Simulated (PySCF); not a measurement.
**Antimony: a sound run and one with changed settings**

Sound run: Sb⁺ [Kr] 4d10 5s2 5p2, Sb²⁺ [Kr] 4d10 5s2 5p1. Calculation: PySCF 2.14, in aug-cc-pVDZ-PP with ECP28MDF; a scalar-relativistic core potential. In the sound run the correlated levels freeze 4s2 4p6 4d10 outside the core potential. The sound run starts from symmetry-adapted Hartree-Fock orbitals and uses a fine grid where one is needed.

Changed run: initial guess minao, at most 50 SCF cycles, level shift 2.0 hartree.

```tsv
species	method	sound run (hartree)	changed run (hartree)	converged
Sb⁺	UHF	-238.95724	-238.95724	yes
Sb⁺	B3LYP	-239.95950	-239.95950	yes
Sb⁺	LDA	-239.49549	-239.49549	yes
Sb⁺	MP2	-238.99352	-238.96765	yes
Sb⁺	CCSD(T)	-239.00839	-239.00839	yes
Sb²⁺	UHF	-238.36941	-238.36941	yes
Sb²⁺	B3LYP	-239.35290	-239.35290	yes
Sb²⁺	LDA	-238.88371	-238.88371	yes
Sb²⁺	MP2	-238.39745	-238.37746	yes
Sb²⁺	CCSD(T)	-238.41091	-238.41091	yes
```

Ionisation energy of Sb⁺:

| method | sound run (eV) | changed run (eV) |
| --- | --- | --- |
| UHF | 15.996 | 15.996 |
| B3LYP | 16.506 | 16.506 |
| LDA | 16.647 | 16.647 |
| MP2 | 16.220 | 16.060 |
| SCS-MP2 | 16.165 | 16.044 |
| CCSD | 16.251 | 16.251 |
| CCSD(T) | 16.258 | 16.258 |

A level shift leaves the converged SCF energy unchanged but raises the virtual orbital energies, which shrinks MP2 if it is not removed.

For comparison, NIST gives 16.626 ± 0.025 eV between the lowest levels.
